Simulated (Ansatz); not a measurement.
Two members of one family (Series [InH3X]-), computed with Ansatz in the gas phase; def2 core potentials for In, no spin–orbit coupling. The two geometries come from different levels. A dash marks a value that wasn't run or was left out as unsound. The structures are stationary points that may keep the symmetry of their start. Remarks come from the PBE and PBE0 runs and from stability tests at other levels; not every state was tested. HOMO above LUMO (over both spins in singlets and doublets, within one spin in higher multiplets; at PBE or PBE0), or a gap under 0.15 eV within one spin, warns that the state may not be the lowest or that an electron is smeared out.

First: [InMeH3]- (singlet, charge -1, PBE-D4/def2-TZVPD geometry).

```xyz
8

In   -0.784   -0.543    0.440
C     0.893    0.619   -0.501
H     1.744    0.712    0.194
H     0.561    1.634   -0.774
H     1.251    0.118   -1.416
H    -2.162   -0.622   -0.714
H    -1.297    0.287    1.952
H    -0.206   -2.205    0.819
```

```
               level  HOMO (eV)  vertical IE (eV)
   PBE-D4/def2-TZVPD      -0.97                 –
revPBE-D4/def2-TZVPD      -0.91                 –
r2SCAN-D4/def2-TZVPD      -1.16              3.82
  PBE0-D4/def2-TZVPD      -2.07              3.96
 HSE06-D4/def2-TZVPD      -1.67                 –
```

Remarks: gap within one spin near zero at PBE or PBE0 (neutral doublet), HOMO above LUMO (neutral doublet).

Second: [In(OMe)H3]- (singlet, charge -1, r2SCAN-D4/def2-TZVPD geometry).

```xyz
9

In   -0.441    1.190    0.833
O     0.754   -0.501    0.454
C     0.502   -1.172   -0.726
H    -0.536   -1.561   -0.804
H     1.170   -2.050   -0.829
H     0.662   -0.552   -1.634
H    -0.146    2.281   -0.537
H     0.144    1.787    2.385
H    -2.108    0.578    0.858
```

Estimate the same table for the second.


```
               level  HOMO (eV)  vertical IE (eV)
   PBE-D4/def2-TZVPD      -0.52              3.55
revPBE-D4/def2-TZVPD      -0.47                 –
r2SCAN-D4/def2-TZVPD      -0.77              3.63
  PBE0-D4/def2-TZVPD      -1.95              3.84
 HSE06-D4/def2-TZVPD      -1.54                 –
```
